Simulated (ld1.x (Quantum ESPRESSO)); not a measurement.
## Pseudopotential generation for cerium: TM, LDA (PZ), scalar-relativistic.

The input file (ld1.x (Quantum ESPRESSO) 7.5):

```
&input
   title='Ce', zed=58., rel=1, dft='PZ', iswitch=3,
   config='[Xe] 4f1 5d1 6s1 6p1',
   nld=4, rlderiv=2.90, eminld=-5.0, emaxld=5.0, deld=0.02
 /
 &inputp
   pseudotype=2, tm=.true., lloc=0,
   nlcc=.false.,
   file_pseudopw='Ce.UPF', file_wfcaegen='ae.wfc', file_wfcncgen='nc.wfc', file_beta='beta', file_chi='chi'
 /
4
5P  2  1   6.00   0.00  2.65  2.65  0.0
5D  3  2   1.00   0.00  2.30  2.30  0.0
4F  4  3   1.00   0.00  1.80  1.80  0.0
5S  1  0   2.00   0.00  2.35  2.35  0.0
 &test
   configts(1)='4f1 5s2 5p6 5d1 6s1 6p1'
 /
```

Command:

```bash
ld1.x < Ce.in > Ce.out
```

The program printed (shortened: banner, matrices, multipoles, cross overlaps and the repeated all-electron block are left out):

```
[... start of the log left out ...]
     s(6P/6P) =  1.000000  <r> =   5.6594  <r2> =   36.4987  r(max) =   4.7806

     ------------------------ End of All-electron run ------------------------

     --------------------- Generating NC pseudopotential ---------------------

      Generating local pot.: lloc=0, matching radius rcloc =   2.3500

      Wfc   5P  rcut= 2.624  Using Troullier-Martins method

      Wfc   5D  rcut= 2.315  Using Troullier-Martins method

      Wfc   4F  rcut= 1.803  Using Troullier-Martins method

     ------------------- End of pseudopotential generation -------------------

     Computing logarithmic derivative in   2.91779

       Warning: n=4, l=3 expected 0 nodes, found 1
       Setting wfc to zero for this iteration
       (This warning will only be printed once per wavefunction)

       Warning: n=2, l=1 expected 0 nodes, found 1
       Setting wfc to zero for this iteration
       (This warning will only be printed once per wavefunction)

       Warning: n=3, l=2 expected 0 nodes, found 1
       Setting wfc to zero for this iteration
       (This warning will only be printed once per wavefunction)

 %%%%%%%%%%%%%%%%%%%%%%%%%%%%%%%%%%%%%%%%%%%%%%%%%%%%%%%%%%%%%%%%%%%%%%%%%%%%%%
     Error in routine run_pseudo (1):
     Errors in PS-KS equation
 %%%%%%%%%%%%%%%%%%%%%%%%%%%%%%%%%%%%%%%%%%%%%%%%%%%%%%%%%%%%%%%%%%%%%%%%%%%%%%

     stopping ...
```

The run stopped because the pseudo-atom solver did not find the valence states with the expected number of nodes, which is the usual sign of a ghost state.

The run took about 0.64 s on one core of a shared server CPU.
